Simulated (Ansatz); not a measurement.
C2H9FSi2 can be A, `CC(F)[SiH2][SiH3]`, or B, `CC(F)([SiH3])[SiH3]`.

Program: Ansatz. Geometries: PBE0-D4/def2-TZVP. ΔE: electronic, gas phase. CCSD(T)/CBS adds triple-zeta CCSD(T) − MP2 to the extrapolated MP2 energy (def2 sets, frozen cores). DFT in def2-TZVPP. B3LYP here is the variant with VWN-RPA as its local correlation; programs differ in this. One conformer a species, not always the lowest.

Which is lower in electronic energy at CCSD(T)/CBS, and by how much? (Best estimate.)

Computed: A, by 19.2 kJ/mol.

Give E(B) − E(A) in kJ/mol with ωB97M-V, HF/def2-TZVPP, CCSD(T)/def2-TZVPP, B3LYP-D4, r2SCAN-D4, MP2/def2-TZVPP, PBE0-D4. (Best estimate.)

Ansatz gave: ωB97M-V 15.0, HF/def2-TZVPP 24.6, CCSD(T)/def2-TZVPP 20.2, B3LYP-D4 20.5, r2SCAN-D4 23.9, MP2/def2-TZVPP 14.6, PBE0-D4 29.2. None reverses the order clearly.

Largest T1 diagnostic: 0.012.

The D4 term adds −5.8 kJ/mol with B3LYP and −3.0 kJ/mol with PBE0; it sums over pairs of atoms, weighted by their polarisabilities, and B3LYP, whose exchange is more repulsive, gets the larger term. In def2-TZVPP, CCSD(T) changes the Hartree–Fock value by −4.4 kJ/mol (the triples alone add −1.3 kJ/mol) and MP2 by −10.1 kJ/mol.
